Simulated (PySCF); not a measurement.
Electron correlation in Ne⁺ (neon, charge +1)

[He] 2s1 2p5 3s1, high-spin 4P determinant (an excited configuration). Computed with PySCF 2.14 in aug-cc-pVDZ-DK (4s3p2d, 23 functions), with scalar relativity by spin-free X2C-1e. Frozen: 1s2; 7 electrons correlated.

```json
{"level": "CCSD", "correlation energy (mhartree)": "-172.84"}
{"level": "(T)", "correlation energy (mhartree)": "-4.62"}
{"level": "CCSD(T)", "correlation energy (mhartree)": "-177.46"}
```

Diagnostics: T1 = 0.0080, D1 = 0.0246, largest double amplitude 0.168.

Task: Is a single reference adequate?

Result: Not fully. The outer electron is Rydberg-like, and this basis confines it to a smaller radius and binds it less than a complete one would. A double-excitation amplitude exceeds 0.15, a sign of near-degeneracy.
